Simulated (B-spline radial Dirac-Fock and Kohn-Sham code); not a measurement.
## Dipole and non-dipole photoemission parameters of Sr 3s

System: the Sr atom, [Kr] 5s2; threshold 358.7 eV (tabulated edge). The computed values come from a radial finite-basis atomic code: Dirac-Hartree-Slater photoionisation with a Latter tail; cross sections with all multipoles, angular parameters from the dipole term and its interference with E2.

For linearly polarised light dσ/dΩ = σ/(4π) [1 + β P₂(cos θ) + (δ + γ cos²θ) sin θ cos φ], with θ from the polarisation vector and φ the angle between the beam and the projection of the electron momentum on the plane normal to the polarisation.

| hν (eV) | σ (kb) | β | γ |
| --- | --- | --- | --- |
| 423 | 157 | 1.993 | 0.495 |
| 526 | 123 | 1.995 | 0.435 |
| 558 | ? | ? | ? |
| 599 | 105 | 1.995 | 0.378 |
| 684 | 87.7 | 1.996 | 0.313 |
| 754 | 76.4 | 1.996 | 0.264 |
| 795 | 70.7 | 1.996 | 0.237 |
| 1110 | 42.2 | 1.997 | 0.077 |
| 1150 | 39.8 | 1.997 | 0.062 |
| 2370 | 11.1 | 1.998 | -0.080 |
| 2440 | 10.5 | 1.998 | -0.077 |
| 2990 | 7.13 | 1.998 | -0.036 |
| 3200 | 6.24 | 1.998 | -0.014 |
| 5210 | 2.32 | 1.998 | 0.275 |
| 5414.7 | 2.14 | 1.998 | 0.308 |
| 6000 | 1.72 | 1.998 | 0.401 |
| 8047.8 | 0.905 | 1.997 | 0.719 |
| 9251.7 | 0.662 | 1.997 | 0.897 |
| 9570 | 0.613 | 1.997 | 0.943 |
| 13100 | 0.295 | 1.997 | 1.415 |
| 15000 | 0.213 | 1.996 | 1.643 |

Task: Give the values at 558 eV.

Result: σ = 115 kb, β = 1.995, γ = 0.410. For an s subshell δ is negligible.
